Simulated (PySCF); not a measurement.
AlClH4O2SSi, SMILES [OH][Al]([OH])[S][SiH2]Cl.

The structure is a stationary point at PBE0-D3(BJ)/def2-SVP. The structure was generated by enumeration; whether it is a known compound was not checked. The values are those of a single conformer.

The numbers are results of TDA-PBE/def2-SVPD (PySCF), not measurements.

Vertical excitations. 

| state | energy (eV) | λ (nm) | f | main pairs |
|---|---|---|---|---|
| S1 | 4.76 | 260 | 0.002 | HOMO→LUMO 99 % |
| S2 | 5.35 | 232 | 0.002 | HOMO−1→LUMO 99 % |
| S3 | 5.52 | 224 | 0.014 | HOMO→LUMO+1 97 % |
| S4 | 5.59 | 222 | 0.018 | HOMO→LUMO+2 97 % |
| S5 | 5.68 | 218 | 0.012 | HOMO−2→LUMO 93 % |
| S6 | 5.93 | 209 | 0.012 | HOMO−3→LUMO 89 % |
| S7 | 6.02 | 206 | 0.001 | HOMO−4→LUMO 62 %, HOMO−1→LUMO+1 36 % |
| S8 | 6.06 | 205 | 0.005 | HOMO−1→LUMO+1 57 %, HOMO−4→LUMO 37 % |
| S9 | 6.20 | 200 | 0.001 | HOMO−1→LUMO+2 99 % |
| S10 | 6.26 | 198 | 0.001 | HOMO→LUMO+3 98 % |
| T1 | 4.63 | 268 | 0 | HOMO→LUMO 100 % |
| T2 | 5.18 | 239 | 0 | HOMO→LUMO+1 99 % |
| T3 | 5.28 | 235 | 0 | HOMO−1→LUMO 100 % |
| T4 | 5.46 | 227 | 0 | HOMO→LUMO+2 99 % |
Triplets are in the Tamm–Dancoff approximation.
